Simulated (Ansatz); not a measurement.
BrFHInS (`[F][In]([SH])[Br]`), relaxed with RKS PBE0-D4/def2-TZVP in Ansatz 0.2.0 from a GFN2-xTB geometry. The force threshold is 0.005 eV/Å; the program also tests the step.

Charge 0, multiplicity 1. In takes the def2 core potential.

Start:

```xyz
5

F    -0.211    1.275   -2.164
In    0.046    0.140   -0.567
S    -0.700    0.885    1.607
Br    1.168   -2.034   -1.029
H    -0.303   -0.266    2.153
```

```json
{"step": "1", "energy (eV)": "-88779.3128", "largest force (eV/Å)": "0.812", "largest move (Å)": "0.000"}
{"step": "2", "energy (eV)": "-88779.3590", "largest force (eV/Å)": "0.438", "largest move (Å)": "0.101"}
{"step": "3", "energy (eV)": "-88779.3616", "largest force (eV/Å)": "0.362", "largest move (Å)": "0.122"}
{"step": "4", "energy (eV)": "-88779.3767", "largest force (eV/Å)": "0.117", "largest move (Å)": "0.072"}
{"step": "5", "energy (eV)": "-88779.3776", "largest force (eV/Å)": "0.022", "largest move (Å)": "0.018"}
{"step": "6", "energy (eV)": "-88779.3776", "largest force (eV/Å)": "0.006", "largest move (Å)": "0.006"}
{"step": "7", "energy (eV)": "-88779.3776", "largest force (eV/Å)": "0.002", "largest move (Å)": "0.003"}
```

End:

```xyz
5

F    -0.208    1.268   -2.091
In    0.051    0.114   -0.559
S    -0.707    0.874    1.532
Br    1.150   -2.011   -1.031
H    -0.286   -0.245    2.148
```

It took 35 s on 2 threads of an AMD EPYC 7R13 on a shared host and a share of an NVIDIA H100 80 GB, with 0.87 GiB of host memory at the peak.
